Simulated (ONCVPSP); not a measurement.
# Transferability test, ONCV potential for Pm (Z = 61)

```json
{
 "Element": "promethium",
 "Generator": "ONCVPSP 4.0.1",
 "Type": "optimised norm-conserving Vanderbilt (ONCV)",
 "Functional": "PBE",
 "Relativity": "scalar-relativistic",
 "Frozen core": "[Kr] 4d10 4f4",
 "Valence charge": "11",
 "Reference configuration": "5s2 5p6 5d2 6s1",
 "Partial waves": "5s+6s: rc 2.65 bohr, ncon 4, nbas 8, qcut 5.4 1/bohr, 2 projectors; 5p: rc 2.00 bohr, ncon 4, nbas 7, qcut 5.6 1/bohr, 2 projectors, debl 0.4 Ha; 5d: rc 3.00 bohr, ncon 4, nbas 9, qcut 5.8 1/bohr, 2 projectors, debl 2 Ha",
 "Local potential": "polynomial inside 1.50 bohr (lpopt 5, dvloc0 3 Ha)",
 "Core correction": "none"
}
```

In the p channel the program set the typed energies aside and used -0.879, 0.250 Ha.

Energies are relative to the spin-unpolarised reference configuration 5s2 5p6 5d2 6s1; without spin polarisation the order of configurations can differ from experiment.

Task: Give the all-electron excitation energy and the error of the potential for: 5s2 5p6 5d1 6s2; 5s2 5p6 5d1 6s1; 5s2 5p6 5d1 6s0; 5s2 5p5 5d1 6s2.

Result:

```
valence configuration  charge  ΔE all-electron (eV)  error AE − PS (meV)
      5s2 5p6 5d1 6s2       0                -1.295                 -4.6
      5s2 5p6 5d1 6s1      +1                 5.064                 -9.8
      5s2 5p6 5d1 6s0      +2                16.667                  -11
      5s2 5p5 5d1 6s2      +1                28.895                 -171
```

Levels in the configuration 5s2 5p6 5d1 6s2:

| level | all-electron (eV) | pseudo (eV) |
| --- | --- | --- |
| 5s | -45.213 | -45.237 |
| 5p | -25.345 | -25.382 |
| 5d | -2.837 | -2.855 |
| 6s | -3.932 | -3.935 |

Note: no bound ghost flagged; GHOST(+) flagged for s at 85.5 eV.
